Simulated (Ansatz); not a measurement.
Molecule: C2H6BClO2, charge 0, multiplicity 1. SMILES: O(B(OC)Cl)C
Structure (B3LYP-D3(BJ)/def2-TZVP (Ansatz, a quantum-chemistry and plane-wave program) minimum search):
```xyz
12

B     -0.0155    -0.0085    -0.3331
Cl     0.0682     0.0374     1.4650
O     -1.1994    -0.1069    -0.9677
C     -2.4589    -0.1821    -0.3103
O      1.1041     0.0547    -1.0791
C      2.4190     0.1602    -0.5462
H     -3.2184    -0.2534    -1.0860
H     -2.5118    -1.0618     0.3327
H     -2.6379     0.7089     0.2933
H      2.6554    -0.6993     0.0828
H      2.5293     1.0714     0.0435
H      3.1031     0.1901    -1.3917
```

Computed values are from Ansatz. Valence correlation only, unless marked. Open shells are spin-unrestricted. Spin-orbit coupling is left out. No relativistic terms. CBS(X,Y): correlation extrapolated as X^-3; Hartree-Fock from the larger set.

| Item | Value |
|---|---|
| atomisation energy De | 1161.1 kcal/mol at CCSD(T)/CBS(cc-pV(T+d)Z,cc-pV(Q+d)Z) |
| total energy | -714.7459 Eh at CCSD(T)/CBS(cc-pV(T+d)Z,cc-pV(Q+d)Z) |
| dipole moment | 0.43 D at CCSD(T)/aug-cc-pV(D+d)Z |
| T1 diagnostic | 0.011 at CCSD/cc-pV(Q+d)Z |
